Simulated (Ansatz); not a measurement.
Mulliken charges of C$_{4}$H$_{2}$F$_{2}$Zr (`C#[C][Zr]([F])([F])[C]#C`) from ωB97M-V/def2-TZVPP in Ansatz (PBE0-D4/def2-TZVP geometry).

```tsv
atom	x (Å)	y (Å)	z (Å)	charge (e)
C1	1.158	-2.529	0.828	-0.294
C2	0.831	-1.568	0.160	-0.420
Zr3	0.236	0.159	-1.019	1.700
F4	-0.821	-0.410	-2.475	-0.354
F5	1.776	1.052	-1.645	-0.354
C6	-0.922	1.507	0.232	-0.420
C7	-1.568	2.253	0.941	-0.294
H8	1.445	-3.373	1.415	0.219
H9	-2.136	2.908	1.564	0.219
```

**Question.** By hand: the dipole of these point charges (1 e Å = 4.8032 D).

**Answer.** Σ q r = (0.071, 0.048, -0.306) e Å, of length 0.318 e Å = 1.53 D.

**Question.** How does the dipole of the full density compare? (Best estimate.)

**Answer.** The calculation gave: (-0.075, -0.050, 0.321) e Å, 1.60 D; the point charges give 0.96 times that, at 180° from its direction, so they point the opposite way.

Point charges leave out the atoms' own dipoles, such as those of lone pairs, and Mulliken's split depends on the basis, so the two needn't agree.
